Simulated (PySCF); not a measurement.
CHS2, SMILES S=C=[SH+], charge +1. Geometry optimised at B3LYP-D3(BJ)/def2-TZVP. The isomer is the one that the SMILES or the coordinates give; other isomers of the formula were not compared.

Method: PySCF with B3LYP-D3(BJ)/def2-TZVP.

Harmonic wavenumbers (cm⁻¹): 324, 378, 617, 939, 1570, 2567. Rotational constants (GHz): 281.1, 3.141, 3.107; symmetry number 1.

**Question.** Work out the zero-point energy and the ideal-gas rigid-rotor harmonic-oscillator thermochemistry at 298.15 K and 1 atm.

**Answer.** ZPE = ½ Σ hcν = ½ × 6394 cm⁻¹ = 9.14 kcal/mol. H − E(el) = 12.09 kcal/mol. Entropy in cal/(mol K): translation 38.94, rotation 22.29, vibration 2.89, total 64.12. G − E(el) = -7.03 kcal/mol. Cp = 12.60 cal/(mol K).
